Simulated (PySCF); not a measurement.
# SnBi: frontier orbitals

PW91 at R = 2.720 Å; basis Sn def2-SVP with ECP28, Bi def2-SVP with ECP60; scalar-relativistic core potentials; PySCF 2.14. State: ²Π (doublet), unpaired electrons π ↑. Only the outer orbitals are listed, counted within each symmetry, core potentials removing the inner ones.

```csv
spin,orbital,occ.,ε (eV),on Sn (%),main shells (%)
α,7σ,1,-14.64,12,"87 Bi s, 9 Sn s"
α,8σ,1,-10.47,82,"82 Sn s, 10 Bi s"
α,5π,1,-5.42,30,"70 Bi p, 29 Sn p"
α,9σ,1,-5.22,48,"51 Bi p, 41 Sn p"
α,5π,1,-4.87,34,"66 Bi p, 33 Sn p"
α,6π,0,-3.27,70,"70 Sn p, 30 Bi p"
α,6π,0,-2.83,66,"66 Sn p, 33 Bi p"
α,10σ,0,-0.50,64,"64 Sn p, 41 Bi p"
β,7σ,1,-14.24,14,"86 Bi s, 10 Sn s"
β,8σ,1,-10.28,82,"82 Sn s, 11 Bi s"
β,9σ,1,-5.03,49,"50 Bi p, 44 Sn p"
β,5π,1,-4.68,41,"59 Bi p, 40 Sn p"
β,5π,0,-4.65,41,"59 Bi p, 40 Sn p"
β,6π,0,-2.73,60,"59 Sn p, 40 Bi p"
β,6π,0,-2.72,59,"59 Sn p, 40 Bi p"
```

Question: Which are the highest filled and the lowest empty level, where do they sit, and how wide is the gap?

Answer: Highest filled β 5π at -4.68 eV (in %: 59 Bi p, 40 Sn p); lowest empty β 5π at -4.65 eV (in %: 59 Bi p, 40 Sn p); the gap at PW91 is 0.03 eV. Both belong to one degenerate shell, split only by its one-sided filling, so this is no excitation gap.

```json
{
  "bond order (Mayer)": "2.31",
  "⟨S²⟩": "0.756",
  "charge on Sn (Mulliken, basis-dependent)": "0.08",
  "charge on Sn (Löwdin, basis-dependent)": "0.02",
  "dipole moment (positive dipole means Sn(−)Bi(+))": "-0.54 D"
}
```

These are scalar-relativistic numbers at best; spin–orbit coupling would shift them, the dissociation energy most. The state is the lowest determinant that a PBE0 search found; another state may lie lower at other levels.
